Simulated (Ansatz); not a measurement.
Dissociation curve of AlH, singlet.

Calculation: Ansatz (an electronic-structure program) with full CI/aug-cc-pVDZ, frozen core.

Question: Relative to R = 1.66 Å, what are the energies at R = 1.34, 1.59, 2.98, 6.61 Å?

Answer: 19.2 kcal/mol at 1.34 Å, 0.8 kcal/mol at 1.59 Å, 46.2 kcal/mol at 2.98 Å, 69.0 kcal/mol at 6.61 Å.
